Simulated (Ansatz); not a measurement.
CH$_{6}$BNOSSi, SMILES `N[Si]1(S)CBO1` at its PBE0-D4/def2-TZVP geometry, where that method's forces vanish. Charge 0, multiplicity 1.

| atom | x (Å) | y (Å) | z (Å) |
| --- | --- | --- | --- |
| N1 | 1.1170 | 0.1289 | 1.6973 |
| Si2 | 0.5357 | 0.0820 | 0.1104 |
| S3 | 2.0003 | 1.1121 | -1.0326 |
| C4 | -1.2451 | 0.2998 | -0.3935 |
| B5 | -1.0570 | -1.2622 | -0.6427 |
| O6 | 0.2399 | -1.5422 | -0.2944 |
| H7 | 1.6246 | 0.9089 | 2.0753 |
| H8 | 0.8811 | -0.5675 | 2.3831 |
| H9 | 1.1335 | 1.4875 | -1.9868 |
| H10 | -1.4778 | 0.8986 | -1.2754 |
| H11 | -1.9501 | 0.5650 | 0.3971 |
| H12 | -1.8021 | -2.1110 | -1.0377 |

**Question.** For each bond, give half the difference of the two atoms' forces along it (eV/Å; positive pushes the atoms apart) under PBE-D4, r2SCAN-D4, B3LYP-D4, ωB97M-V in def2-TZVPP. (Estimate.)

**Answer.** Computed: 
| bond | length (Å) | PBE-D4 | r2SCAN-D4 | B3LYP-D4 | ωB97M-V |
| --- | --- | --- | --- | --- | --- |
| N1–Si2 | 1.691 | 0.06 | 0.01 | 0.00 | 0.05 |
| N1–H7 | 1.004 | 0.17 | 0.01 | -0.02 | -0.02 |
| N1–H8 | 1.005 | 0.17 | 0.01 | -0.03 | -0.02 |
| Si2–S3 | 2.124 | 0.01 | 0.04 | 0.05 | -0.03 |
| Si2–C4 | 1.863 | -0.01 | 0.00 | 0.10 | 0.01 |
| Si2–O6 | 1.700 | 0.49 | 0.09 | 0.10 | 0.05 |
| S3–H9 | 1.343 | 0.26 | 0.01 | -0.03 | -0.09 |
| C4–B5 | 1.593 | -0.09 | -0.01 | 0.14 | 0.16 |
| C4–H10 | 1.091 | 0.10 | -0.02 | -0.06 | -0.07 |
| C4–H11 | 1.092 | 0.10 | -0.02 | -0.07 | -0.07 |
| B5–O6 | 1.372 | 0.44 | 0.23 | 0.12 | 0.16 |
| B5–H12 | 1.196 | 0.00 | -0.06 | -0.24 | -0.25 |

B3LYP here is the variant with VWN-RPA as its local correlation; programs differ in this.
